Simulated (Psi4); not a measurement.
C$_{4}$H$_{12}$BN, singlet, at a GFN2-xTB geometry; PBE/def2-TZVPP (Psi4 1.11).

The Psi4 input:
```
memory 2 GB

molecule mol {
0 1
B    -0.205362    0.000435   -0.704273
C    -0.232002   -1.361587   -1.535866
H     0.750885   -1.829270   -1.579967
H    -0.555365   -1.209512   -2.562542
H    -0.909656   -2.092325   -1.095926
C    -0.629414    1.363411   -1.418300
H    -0.908606    1.212611   -2.458044
H     0.178736    2.093873   -1.410710
H    -1.481805    1.830817   -0.926669
N     0.183620   -0.000389    0.629712
C     0.585720   -1.175584    1.370479
C     0.243083    1.173829    1.471841
H     1.609132   -1.059927    1.743177
H    -0.072019   -1.326248    2.233226
H     0.541985   -2.057480    0.741172
H    -0.419650    1.057409    2.336065
H     1.261501    1.323729    1.846016
H    -0.057988    2.056455    0.918661
}

set {
  basis def2-tzvpp
  reference rks
}

energy('pbe')
print_variables()
```

Problem. Predict the main parts of the log of this Psi4 run.

Solution. 
```
   => Loading Basis Set <=

    Name: DEF2-TZVPP
    Role: ORBITAL
    Keyword: BASIS

         ---------------------------------------------------------
                                   SCF
               by Justin Turney, Rob Parrish, Andy Simmonett
                          and Daniel G. A. Smith
                              RKS Reference
         ---------------------------------------------------------

  ==> Geometry <==

    Molecular point group: c1
    Full point group: C1

    Geometry (in Angstrom), charge = 0, multiplicity = 1:

       Center              X                  Y                   Z               Mass
    ------------   -----------------  -----------------  -----------------  -----------------
         B           -0.203665928660     0.000431441098    -0.698456362344    11.009305360000
         C           -0.230305928660    -1.361590558902    -1.530049362344    12.000000000000
         H            0.752581071340    -1.829273558902    -1.574150362344     1.007825032230
         H           -0.553668928660    -1.209515558902    -2.556725362344     1.007825032230
         H           -0.907959928660    -2.092328558902    -1.090109362344     1.007825032230
         C           -0.627717928660     1.363407441098    -1.412483362344    12.000000000000
         H           -0.906909928660     1.212607441098    -2.452227362344     1.007825032230
         H            0.180432071340     2.093869441098    -1.404893362344     1.007825032230
         H           -1.480108928660     1.830813441098    -0.920852362344     1.007825032230
         N            0.185316071340    -0.000392558902     0.635528637656    14.003074004430
         C            0.587416071340    -1.175587558902     1.376295637656    12.000000000000
         C            0.244779071340     1.173825441098     1.477657637656    12.000000000000
         H            1.610828071340    -1.059930558902     1.748993637656     1.007825032230
         H           -0.070322928660    -1.326251558902     2.239042637656     1.007825032230
         H            0.543681071340    -2.057483558902     0.746988637656     1.007825032230
         H           -0.417953928660     1.057405441098     2.341881637656     1.007825032230
         H            1.263197071340     1.323725441098     1.851832637656     1.007825032230
         H           -0.056291928660     2.056451441098     0.924477637656     1.007825032230

  Running in c1 symmetry.

[...]
   @DF-RKS iter   5:  -239.03900665334479   -4.30383e-02   2.56946e-04 DIIS/ADIIS
   @DF-RKS iter   6:  -239.04330178909828   -4.29514e-03   6.17438e-05 DIIS
   @DF-RKS iter   7:  -239.04352824410125   -2.26455e-04   1.68858e-05 DIIS
   @DF-RKS iter   8:  -239.04354380467774   -1.55606e-05   5.66090e-06 DIIS
   @DF-RKS iter   9:  -239.04354575419961   -1.94952e-06   6.68569e-07 DIIS
   @DF-RKS iter  10:  -239.04354577996517   -2.57656e-08   1.50230e-07 DIIS
  Energy and wave function converged.

  ==> Post-Iterations <==

   Electrons on quadrature grid:
      Ntotal   =   48.0001750433 ; deviation = 1.750e-04

    Orbital Energies [Eh]
    ---------------------

    Doubly Occupied:

[...]
    Virtual:

[...]
    Final Occupation by Irrep:
              A
    DOCC [    24 ]
    NA   [    24 ]
    NB   [    24 ]

  @DF-RKS Final Energy:  -239.04354577996517

   => Energetics <=

    Nuclear Repulsion Energy =            240.0142215420677303
    One-Electron Energy =                -796.4473281164130185
    Two-Electron Energy =                 354.3077890955754583
    DFT Exchange-Correlation Energy =     -36.9182283011953487
    Empirical Dispersion Energy =           0.0000000000000000
    VV10 Nonlocal Energy =                  0.0000000000000000
    Total Energy =                       -239.0435457799651715

Computation Completed

Properties will be evaluated at   0.000000,   0.000000,   0.000000 [a0]

Properties computed using the SCF density matrix

 Multipole Moments:

 ------------------------------------------------------------------------------------
     Multipole            Electronic (a.u.)      Nuclear  (a.u.)        Total (a.u.)
 ------------------------------------------------------------------------------------

 L = 1.  Multiply by 2.5417464519 to convert [e a0] to [Debye]
 Dipole X            :          0.0044865            0.1538491            0.1583356
 Dipole Y            :         -0.0000079           -0.0003266           -0.0003345
 Dipole Z            :          0.0153887            0.5276127            0.5430013
 Magnitude           :                                                    0.5656154

 ------------------------------------------------------------------------------------

  Variable Map:
  ----------------------------------------------------------------------------
[...]
  Array Variable Map:
  ----------------------------------------------------------------------------
[...]
[...]
```
